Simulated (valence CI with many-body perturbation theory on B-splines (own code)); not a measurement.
**Lu⁵⁵⁺: electric-dipole lines**

Calculated by relativistic CI+MBPT: six valence electrons over a frozen Dirac-Fock core [Ne], radial functions for each j: 9 s, 9 p, 8 d, 6 f, 3 g, 1 h, with the one-electron correlation potential Σ1, the two-electron term Σ2, the three-electron term Σ3, Breit, model QED; selected CI, second order for the rest, scaled by the run's own slope (own B-spline code, finite nucleus).

No measured spectrum was set against this ion. As an estimate, large intervals hold to a few tenths of a per cent, small ones and those within an open d or f shell to about a per cent. Among the levels kept, up to 970 cm⁻¹ of a level comes from second order outside the variational space, and about a tenth of that is noise between levels of different J, which matters for small intervals.

Lines 1 to 50 of 135 in falling wavelength, among levels below 4868.1 × 10³ cm⁻¹, chosen from the strongest by gf and those to the six lowest levels. Wavelengths and rates use the calculated energies. Electric multipoles are in the length gauge with retardation, E1 and E2 with the static RPA response of the core. Weak lines are less certain than strong ones. Lines between different terms over intervals too small for the method are left out, as are lines whose strength nearly cancels. The highest levels of a list are the least certain.

Levels are named by their leading jj configuration (3d3/2^4 stands for four electrons in 3d with j = 3/2), which in mixed levels can hold well under half, so a name can repeat and another be missing. Letters in brackets count levels of one name in rising energy.

```csv
λ vac (Å),Upper,Lower,A (s⁻¹),log gf,Branch %
2789,(3s^2 3p1/2^2 3d3/2 3d5/2) J=4,(3s^2 3p1/2 3p3/2^2 3d3/2) J=3 [b],1.03e+03,-4.97,0.0
2470,(3s^2 3p1/2^2 3p3/2 3d5/2) J=2,(3s^2 3p1/2 3p3/2^3) J=2,3.29e+03,-4.82,0.0
2133,(3s^2 3p3/2^4) J=0,(3s^2 3p1/2 3p3/2^2 3d5/2) J=1,1.85e+04,-4.90,0.0
1814,(3s^2 3p1/2 3p3/2^2 3d3/2) J=2 [c],(3s^2 3p1/2^2 3d3/2 3d5/2) J=2,3.03e+03,-5.13,0.0
1678,(3s^2 3p1/2 3p3/2^2 3d3/2) J=1 [b],(3s^2 3p1/2^2 3d3/2 3d5/2) J=1,3.16e+03,-5.40,0.0
1066,(3s^2 3p1/2 3p3/2^2 3d3/2) J=1 [b],(3s^2 3p1/2^2 3d3/2 3d5/2) J=2,1.80e+04,-5.04,0.0
871.9,(3s^2 3p1/2^2 3p3/2 3d5/2) J=2,(3s^2 3p1/2 3p3/2^3) J=1,4.43e+04,-4.60,0.0
843.9,(3s^2 3p1/2^2 3d3/2 3d5/2) J=3,(3s^2 3p1/2 3p3/2^2 3d3/2) J=4,2.29e+04,-4.77,0.0
712.5,(3s^2 3p1/2 3p3/2^2 3d3/2) J=2 [c],(3s^2 3p1/2^2 3d3/2 3d5/2) J=3,4.71e+04,-4.75,0.0
612.3,(3s^2 3p1/2 3p3/2^2 3d5/2) J=3 [a],(3s^2 3p1/2^2 3d3/2 3d5/2) J=4,1.23e+04,-5.31,0.0
545.3,(3s^2 3p1/2^2 3d3/2 3d5/2) J=3,(3s^2 3p1/2 3p3/2^2 3d3/2) J=3 [a],1.12e+05,-4.46,0.0
542.9,(3s^2 3p1/2 3p3/2^2 3d3/2) J=1 [a],(3s^2 3p1/2^2 3d3/2^2) J=0,1.01e+05,-4.87,0.0
491.6,(3s^2 3p1/2 3p3/2^2 3d5/2) J=3 [a],(3s^2 3p1/2^2 3d3/2 3d5/2) J=2,3.58e+04,-5.04,0.0
410.2,(3s^2 3p1/2^2 3d3/2 3d5/2) J=4,(3s^2 3p1/2 3p3/2^2 3d3/2) J=4,6.52e+05,-3.83,0.0
408.3,(3s^2 3p1/2^2 3d3/2 3d5/2) J=3,(3s^2 3p1/2 3p3/2^2 3d3/2) J=2 [a],5.45e+04,-5.02,0.0
381.4,(3s^2 3p1/2 3p3/2^2 3d5/2) J=4 [b],(3s^2 3p1/2^2 3d3/2 3d5/2) J=4,4.57e+05,-4.05,1.0
363.7,(3s^2 3p1/2^2 3p3/2 3d5/2) J=1,(3s^2 3p1/2 3p3/2^3) J=2,6.86e+05,-4.39,0.0
362.8,(3s^2 3p3/2^4) J=0,(3s^2 3p1/2 3p3/2^2 3d3/2) J=1 [b],1.73e+06,-4.47,0.2
348.4,(3s^2 3p1/2 3p3/2^2 3d5/2) J=5,(3s^2 3p1/2^2 3d3/2 3d5/2) J=4,1.69e+06,-3.47,4.1
346.8,(3s^2 3p1/2 3p3/2^2 3d5/2) J=1,(3s^2 3p1/2^2 3d3/2 3d5/2) J=1,4.27e+05,-4.64,0.0
346.5,(3s^2 3p1/2 3p3/2^2 3d5/2) J=3 [a],(3s^2 3p1/2^2 3d3/2 3d5/2) J=3,2.56e+05,-4.49,0.0
342.8,(3s^2 3p1/2 3p3/2^2 3d5/2) J=4 [a],(3s^2 3p1/2^2 3d3/2 3d5/2) J=3,2.80e+04,-5.35,0.0
328.1,(3s^2 3p1/2 3p3/2^2 3d5/2) J=0,(3s^2 3p1/2^2 3d3/2 3d5/2) J=1,2.34e+06,-4.42,0.0
323.9,(3s^2 3p1/2^2 3d3/2 3d5/2) J=4,(3s^2 3p1/2 3p3/2^2 3d3/2) J=3 [a],6.23e+04,-5.05,0.0
320.4,(3s^2 3p1/2^2 3d3/2 3d5/2) J=2,(3s^2 3p1/2 3p3/2^2 3d3/2) J=1 [a],2.92e+05,-4.65,0.0
310.1,(3s^2 3p1/2 3p3/2^2 3d5/2) J=1,(3s^2 3p1/2^2 3d3/2 3d5/2) J=2,2.76e+05,-4.92,0.0
302.9,(3s^2 3p1/2^2 3d3/2 3d5/2) J=2,(3s^2 3p1/2 3p3/2^2 3d3/2) J=2 [a],6.97e+05,-4.32,0.0
288.8,(3s^2 3p1/2^2 3d3/2 3d5/2) J=1,(3s^2 3p1/2 3p3/2^2 3d3/2) J=1 [a],1.79e+06,-4.17,0.0
287.0,(3s^2 3p1/2 3p3/2^2 3d3/2) J=2 [a],(3s^2 3p1/2^2 3d3/2^2) J=2,3.44e+05,-4.67,0.0
282.4,(3s^2 3p1/2^2 3d3/2 3d5/2) J=1,(3s^2 3p1/2 3p3/2^2 3d3/2) J=0,1.02e+06,-4.44,0.0
274.5,(3s^2 3p1/2^2 3d3/2 3d5/2) J=1,(3s^2 3p1/2 3p3/2^2 3d3/2) J=2 [a],2.27e+05,-5.11,0.0
258.1,(3s^2 3p1/2 3p3/2^2 3d5/2) J=4 [b],(3s^2 3p1/2^2 3d3/2 3d5/2) J=3,3.31e+06,-3.53,7.3
243.9,(3s^2 3p1/2 3p3/2^2 3d3/2) J=3 [a],(3s^2 3p1/2^2 3d3/2^2) J=2,4.26e+06,-3.58,0.0
232.5,(3s^2 3p1/2 3p3/2^3) J=1,(3s^2 3p1/2^2 3p3/2 3d3/2) J=0,1.03e+06,-4.60,0.4
231.0,(3s^2 3p1/2 3p3/2^3) J=1,(3s^2 3p1/2^2 3p3/2 3d3/2) J=1,1.31e+06,-4.50,0.5
214.3,(3s^2 3p1/2 3p3/2^2 3d5/2) J=2,(3s^2 3p1/2^2 3d3/2 3d5/2) J=2,1.31e+05,-5.35,0.0
208.1,(3s^2 3p1/2 3p3/2^2 3d5/2) J=3 [b],(3s^2 3p1/2^2 3d3/2 3d5/2) J=4,1.18e+05,-5.27,0.0
201.5,(3s^2 3p1/2 3p3/2^3) J=1,(3s^2 3p1/2^2 3p3/2 3d3/2) J=2,3.24e+05,-5.23,0.1
200.7,(3s^2 3p1/2^2 3d3/2 3d5/2) J=2,(3s 3p1/2^2 3p3/2^3) J=1,2.51e+05,-5.12,0.0
199.2,(3s^2 3p1/2 3p3/2^3) J=2,(3s^2 3p1/2^2 3p3/2 3d3/2) J=3,4.12e+05,-4.91,0.3
197.2,(3s^2 3p1/2 3p3/2^3) J=2,(3s^2 3p1/2^2 3p3/2 3d3/2) J=1,1.08e+07,-3.50,8.0
192.1,(3s^2 3p1/2 3p3/2^2 3d5/2) J=3 [b],(3s^2 3p1/2^2 3d3/2 3d5/2) J=2,1.18e+06,-4.34,0.1
181.2,(3s^2 3p1/2 3p3/2^2 3d5/2) J=2,(3s^2 3p1/2^2 3d3/2 3d5/2) J=3,2.68e+05,-5.18,0.0
175.3,(3s^2 3p1/2 3p3/2^3) J=2,(3s^2 3p1/2^2 3p3/2 3d3/2) J=2,7.90e+06,-3.74,5.8
169.5,(3s^2 3p1/2 3p3/2^2 3d3/2) J=1 [b],(3s^2 3p1/2^2 3d3/2^2) J=0,1.06e+07,-3.86,0.0
165.1,(3s^2 3p1/2 3p3/2^2 3d5/2) J=3 [b],(3s^2 3p1/2^2 3d3/2 3d5/2) J=3,1.04e+06,-4.53,0.1
151.6,(3s^2 3p1/2^2 3d3/2 3d5/2) J=2,(3s 3p1/2^2 3p3/2^3) J=2,3.29e+05,-5.25,0.0
146.7,(3s^2 3p3/2^4) J=0,(3s^2 3p1/2 3p3/2^2 3d3/2) J=1 [a],2.64e+07,-4.07,2.6
146.5,(3s^2 3p1/2 3p3/2^2 3d3/2) J=3 [b],(3s^2 3p1/2^2 3d3/2^2) J=2,1.51e+07,-3.47,0.0
144.6,(3s^2 3p1/2 3p3/2^2 3d3/2) J=1 [c],(3s^2 3p1/2^2 3d3/2^2) J=0,6.22e+05,-5.23,0.0
```

Task: How does gf follow from A for the line at 363.7 Å?

Result: gf = 1.4992 × (2J+1)_upper × A / σ², with σ = 274940 cm⁻¹ and 2J+1 = 3: gf = 4.08e-05.
